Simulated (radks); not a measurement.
Results of a calculation; reference values are marked as such.
Effect of the nuclear size on the zinc ion Zn3+, [Ar] 3d9. Code: a radial shooting solver on a logarithmic mesh with Libxc functionals. Model: Dirac Kohn-Sham, LDA (Slater exchange, Perdew-Wang correlation), spin-unpolarised, spherical densities, finite nucleus; open shells fill j = l - 1/2 first; Fermi nuclear charge, rms radius 3.9283 fm. The rms radius is varied about that value; shifts are against it.

rms radius (fm)  total energy shift (eV)  density at nucleus (e/bohr^3)  1s1/2 shift (meV)  2s1/2 shift (meV)  3s1/2 shift (meV)  4s1/2 (empty) shift (meV)
3.5198                           -0.0459                      2.509e+04              -19.6              -1.87             -0.285                     -0.034
3.5905                           -0.0383                      2.506e+04              -16.3              -1.56             -0.237                     -0.029
3.9283                                 0                      2.494e+04              0.000              0.000              0.000                      0.000
4.2111                            0.0346                      2.484e+04               14.7               1.41              0.214                      0.026
4.7257                             0.103                      2.468e+04               44.0               4.21              0.640                      0.077

Slopes of the eigenvalues against <r^2> in GHz/fm^2, as finite differences over the two radii next to the reference (eigenvalue slopes, not the field-shift constants of lines): 1s1/2 1550, 2s1/2 148, 3s1/2 22.6, 4s1/2 (empty) 2.73.
